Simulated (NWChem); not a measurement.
System: SiH cation, singlet

Excerpt of the output:

```
             Northwest Computational Chemistry Package (NWChem) 7.3.0
             --------------------------------------------------------

 ORDER OF PRIMARY AXIS IS BEING SET TO 4
 C4V symmetry detected

                             Geometry "geometry" -> ""
                             -------------------------

 Output coordinates in angstroms (scale by  1.889725989 to convert to a.u.)

  No.       Tag          Charge          X              Y              Z
 ---- ---------------- ---------- -------------- -------------- --------------
    1 Si                  14.0000     0.00000000     0.00000000    -0.10170300
    2 H                    1.0000     0.00000000     0.00000000     1.42384200

 Effective nuclear repulsion energy (a.u.)       4.8562851217

      Symmetry information
      --------------------

 Group name             C4v
 Group number             18
 Group order               8
 No. of unique centers     2

 Summary of "cd basis" -> "" (spherical)
 ------------------------------------------------------------------------------
       Tag                 Description            Shells   Functions and Types
 ---------------- ------------------------------  ------  ---------------------
 *                  Weigend Coulomb Fitting           on all atoms

  pbe96 is a nonlocal functional; adding pw91lda local functional.

                                 NWChem DFT Module
                                 -----------------

 Summary of "ao basis" -> "ao basis" (spherical)
 ------------------------------------------------------------------------------
       Tag                 Description            Shells   Functions and Types
 ---------------- ------------------------------  ------  ---------------------
 Si                        def2-tzvp                13       37   5s5p2d1f
 H                         def2-tzvp                 4        6   3s1p

 Summary of "cd basis" -> "cd basis" (spherical)
 ------------------------------------------------------------------------------
       Tag                 Description            Shells   Functions and Types
 ---------------- ------------------------------  ------  ---------------------
 Si                 Weigend Coulomb Fitting         17       51   8s4p3d1f1g
 H                  Weigend Coulomb Fitting          5       11   3s1p1d

      Symmetry analysis of basis
      --------------------------

        a1         17
        a2          0
        b1          3
        b2          3
        e          20

            General Information
            -------------------
          SCF calculation type: DFT
          Wavefunction type:  closed shell.
          No. of atoms     :     2
          No. of electrons :    14
           Alpha electrons :     7
            Beta electrons :     7
          Charge           :     1
          Spin multiplicity:     1
          Use of symmetry is: on ; symmetry adaption is: on
          Maximum number of iterations: 150
          AO basis - number of functions:    43
                     number of shells:    17
          A Charge density fitting basis will be used.
          CD basis - number of functions:    62
                     number of shells:    22
          Convergence on energy requested:  1.00D-06
          Convergence on density requested:  1.00D-05
          Convergence on gradient requested:  5.00D-04

              XC Information
              --------------
          PerdewBurkeErnzerhof Exchange Functional  1.000
            Perdew 1991 LDA Correlation Functional  1.000 local
           PerdewBurkeErnz. Correlation Functional  1.000 non-local

             Grid Information
             ----------------
          Grid used for XC integration:  medium
          Radial quadrature: Mura-Knowles
          Angular quadrature: Lebedev.
          Tag              B.-S. Rad. Rad. Pts. Rad. Cut. Ang. Pts.
          ---              ---------- --------- --------- ---------
          Si                  1.10       88           8.0       590
          H                   0.35       45           8.0       434
          Grid pruning is: on
          Number of quadrature shells:   133
          Spatial weights used:  Erf1

      Superposition of Atomic Density Guess
      -------------------------------------

 Sum of atomic energies:        -289.33521970

 Renormalizing density from      15.00 to     14

      Non-variational initial energy
      ------------------------------

 Total energy =    -276.846187
 1-e energy   =    -383.215230
 2-e energy   =     101.512758
 HOMO         =      -0.681295
 LUMO         =      -0.495437

      Symmetry analysis of molecular orbitals - initial
      -------------------------------------------------

 !! scf_movecs_sym_adapt:    6 vectors were symmetry contaminated

  Symmetry fudging

 !! scf_movecs_sym_adapt:    6 vectors were symmetry contaminated

  Numbering of irreducible representations:

     1 a1          2 a2          3 b1          4 b2          5 e

  Orbital symmetries:

     1 a1          2 a1          3 a1          4 e           5 e
     6 a1          7 a1          8 e           9 e          10 a1
    11 a1         12 e          13 e          14 a1         15 b1
    16 b2         17 e

      3 Center 2 Electron Integral Information
      ----------------------------------------
          Maximum number of 3-center 2e- integrals is:          114638.
            This is reduced with Schwarz screening to:          127224.
            Incore requires a per proc buffer size of:          100875.
          Minimum dble words available (all nodes) is:       144167476
                   This is reduced (for later use) to:       143826371
                      proc 0 Suggested buffer size is:          100875
                         Max Suggested buffer size is:          100875
                              no. integral batches is:            1000

           0.101 MW buffer allocated for incore 3-center
          2e- integral storage on stack.

   convergence    iter        energy       DeltaE   RMS-Dens  Diis-err
 ---------------- ----- ----------------- --------- --------- ---------
 d= 0,ls=0.0,diis     1   -289.4014897529 -2.94D+02  2.62D-02  5.50D+00
 d= 0,ls=0.0,diis     2   -289.4936371557 -9.21D-02  1.13D-02  1.60D+00
 d= 0,ls=0.0,diis     3   -289.5404582819 -4.68D-02  2.61D-03  5.09D-03
 d= 0,ls=0.0,diis     4   -289.5411101370 -6.52D-04  9.29D-04  1.23D-03
 d= 0,ls=0.0,diis     5   -289.5414376825 -3.28D-04  3.99D-05  2.02D-06
 d= 0,ls=0.0,diis     6   -289.5414380055 -3.23D-07  2.20D-06  8.76D-09

         Total DFT energy =     -289.541438005464
      One electron energy =     -406.031743967073
           Coulomb energy =      132.404013276527
    Exchange-Corr. energy =      -20.769992436626
 Nuclear repulsion energy =        4.856285121708

 Numeric. integr. density =       13.999997174761

                  Occupations of the irreducible representations
                  ----------------------------------------------

                     irrep           alpha         beta
                     --------     --------     --------
                     a1                5.0          5.0
                     a2                0.0          0.0
                     b1                0.0          0.0
                     b2                0.0          0.0
                     e                 2.0          2.0

                       DFT Final Molecular Orbital Analysis
                       ------------------------------------

 Vector    5  Occ=2.000000D+00  E=-3.833086D+00  Symmetry=a1
              MO Center= -3.9D-18,  6.1D-17, -1.0D-01, r^2= 1.0D-01
   Bfn.  Coefficient  Atom+Function         Bfn.  Coefficient  Atom+Function
  ----- ------------  ---------------      ----- ------------  ---------------
     8      0.716810  1 Si pz                11      0.339834  1 Si pz
    14      0.081992  1 Si pz

 Vector    6  Occ=2.000000D+00  E=-7.303114D-01  Symmetry=a1
              MO Center= -4.2D-16,  5.8D-16,  3.7D-01, r^2= 1.4D+00
   Bfn.  Coefficient  Atom+Function         Bfn.  Coefficient  Atom+Function
  ----- ------------  ---------------      ----- ------------  ---------------
     4      0.738349  1 Si s                  3     -0.395824  1 Si s
     5      0.262074  1 Si s                 39      0.152027  2 H  s
    38      0.109915  2 H  s                 17      0.102419  1 Si pz
     2      0.092229  1 Si s                  1      0.070161  1 Si s
    14      0.043733  1 Si pz                 8     -0.042846  1 Si pz

 Vector    7  Occ=2.000000D+00  E=-5.242537D-01  Symmetry=a1
              MO Center= -9.8D-16,  7.6D-16,  1.2D-01, r^2= 2.1D+00
   Bfn.  Coefficient  Atom+Function         Bfn.  Coefficient  Atom+Function
  ----- ------------  ---------------      ----- ------------  ---------------
    17     -0.416865  1 Si pz                 4      0.382506  1 Si s
    39     -0.250573  2 H  s                  5      0.241965  1 Si s
     3     -0.193705  1 Si s                 38     -0.152348  2 H  s
    14     -0.149669  1 Si pz                 8      0.147120  1 Si pz
    40     -0.137769  2 H  s                 20     -0.110919  1 Si pz

 Vector    8  Occ=0.000000D+00  E=-4.234729D-01  Symmetry=e
              MO Center=  2.0D-13, -1.9D-13, -6.3D-02, r^2= 2.0D+00
   Bfn.  Coefficient  Atom+Function         Bfn.  Coefficient  Atom+Function
  ----- ------------  ---------------      ----- ------------  ---------------
    15      0.453926  1 Si px                16     -0.451952  1 Si py
    18      0.204657  1 Si px                19     -0.203767  1 Si py
    12      0.147259  1 Si px                13     -0.146619  1 Si py
     6     -0.140913  1 Si px                 7      0.140300  1 Si py
     9     -0.064270  1 Si px                10      0.063991  1 Si py

 Vector    9  Occ=0.000000D+00  E=-4.234729D-01  Symmetry=e
              MO Center= -1.9D-15, -3.5D-15, -6.3D-02, r^2= 2.0D+00
   Bfn.  Coefficient  Atom+Function         Bfn.  Coefficient  Atom+Function
  ----- ------------  ---------------      ----- ------------  ---------------
    15      0.451952  1 Si px                16      0.453926  1 Si py
    18      0.203767  1 Si px                19      0.204657  1 Si py
    12      0.146619  1 Si px                13      0.147259  1 Si py
     6     -0.140300  1 Si px                 7     -0.140913  1 Si py
     9     -0.063991  1 Si px                10     -0.064270  1 Si py

 Vector   10  Occ=0.000000D+00  E=-2.256411D-01  Symmetry=a1
              MO Center= -4.5D-15,  5.4D-15,  2.9D-02, r^2= 3.3D+00
   Bfn.  Coefficient  Atom+Function         Bfn.  Coefficient  Atom+Function
  ----- ------------  ---------------      ----- ------------  ---------------
    40      1.046336  2 H  s                 20     -0.723112  1 Si pz
     5     -0.577311  1 Si s                 17     -0.473614  1 Si pz
     4     -0.286381  1 Si s                 39      0.246050  2 H  s
    28      0.209191  1 Si d  0              23      0.162503  1 Si d  0
    38      0.142213  2 H  s                  3      0.123140  1 Si s

     Multipole analysis of the density
     ---------------------------------

     L   x y z        total         alpha         beta         nuclear
     -   - - -        -----         -----         ----         -------
     0   0 0 0      1.000000     -7.000000     -7.000000     15.000000

     1   1 0 0     -0.000000     -0.000000     -0.000000      0.000000
     1   0 1 0     -0.000000     -0.000000     -0.000000      0.000000
     1   0 0 1      0.076367      0.038184      0.038184     -0.000000

     2   2 0 0     -6.311439     -3.155719     -3.155719      0.000000
     2   1 1 0     -0.000000     -0.000000     -0.000000      0.000000
     2   1 0 1      0.000000      0.000000      0.000000      0.000000
     2   0 2 0     -6.311439     -3.155719     -3.155719      0.000000
     2   0 1 1      0.000000      0.000000      0.000000      0.000000
     2   0 0 2     -8.461927     -8.109381     -8.109381      7.756834

            General Information
            -------------------
          SCF calculation type: DFT
          Wavefunction type:  closed shell.
          No. of atoms     :     2
          No. of electrons :    14
           Alpha electrons :     7
            Beta electrons :     7
          Charge           :     1
          Spin multiplicity:     1
          Use of symmetry is: on ; symmetry adaption is: on
          Maximum number of iterations: 150
          AO basis - number of functions:    43
                     number of shells:    17
          A Charge density fitting basis will be used.
          CD basis - number of functions:    62
                     number of shells:    22
          Convergence on energy requested:  1.00D-06
          Convergence on density requested:  1.00D-05
          Convergence on gradient requested:  5.00D-04

              XC Information
              --------------
          PerdewBurkeErnzerhof Exchange Functional  1.000
            Perdew 1991 LDA Correlation Functional  1.000 local
           PerdewBurkeErnz. Correlation Functional  1.000 non-local

             Grid Information
             ----------------
          Grid used for XC integration:  medium
          Radial quadrature: Mura-Knowles
          Angular quadrature: Lebedev.
          Tag              B.-S. Rad. Rad. Pts. Rad. Cut. Ang. Pts.
          ---              ---------- --------- --------- ---------
          Si                  1.10       88           8.0       590
          H                   0.35       45           8.0       434
          Grid pruning is: on
          Number of quadrature shells:   133
          Spatial weights used:  Erf1

          Convergence Information
          -----------------------
          Convergence aids based upon iterative change in
          total energy or number of iterations.
          Levelshifting, if invoked, occurs when the
          HOMO/LUMO gap drops below (HL_TOL):  1.00D-02
          DIIS, if invoked, will attempt to extrapolate
          using up to (NFOCK): 10 stored Fock matrices.

                    Damping( 0%)  Levelshifting(0.5)       DIIS
                  --------------- ------------------- ---------------
          dE  on:    start            ASAP                start
          dE off:    2 iters        150 iters           150 iters

  intd_init: cando_txs set to always be  F

                            NWChem DFT Gradient Module
                            --------------------------

  charge          =   1.00
  wavefunction    = closed shell

  Using symmetry

                         DFT ENERGY GRADIENTS

    atom               coordinates                        gradient
                 x          y          z           x          y          z
   1 Si      0.000000   0.000000  -0.192191    0.000000   0.000000   0.002267
   2 H       0.000000   0.000000   2.690671    0.000000   0.000000  -0.002267
```

Level: PBE/def2-TZVP, Coulomb fitting. Low-valent species are run as closed-shell singlets; no triplet was tried in these runs. Structure relaxed at the PBE0/def2-SVP level.

### Question
Write an input that gives this output.

### Answer
One answer among several that fit: the input that was run:
```
start job
memory heap 200 mb stack 900 mb global 1100 mb
charge 1
geometry units angstroms noautoz
  Si     0.000000     0.000000    -0.112089
  H      0.000000     0.000000     1.413456
end
basis spherical
  * library def2-tzvp
end
basis "cd basis" spherical
  * library "Weigend Coulomb Fitting"
end
dft
  xc xpbe96 cpbe96
  iterations 150
end
task dft gradient
```
